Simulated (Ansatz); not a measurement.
Ansatz results at the PBE0-D4/def2-TZVP geometry: HOMO energy (ωB97M-V/def2-TZVPP) -8.26 eV; HOMO–LUMO gap (ωB97M-V/def2-TZVPP) 10.01 eV; LUMO energy (ωB97M-V/def2-TZVPP) 1.75 eV.

Each molecule was computed in one conformer, which needn't be the lowest.

Q: Which molecule gave them?
A. `O[Si](O)(O)[SeH]`
B. `C=C[Se][Sn]([CH3])([CH3])[CH3]`
C. `C[Se]C(F)(F)F`
D. `CC[Se][SiH3]`

A: B. The others give `C[Se]C(F)(F)F`: -9.30, 10.79, 1.49; `CC[Se][SiH3]`: -8.72, 10.37, 1.65; `O[Si](O)(O)[SeH]`: -9.27, 11.01, 1.73.
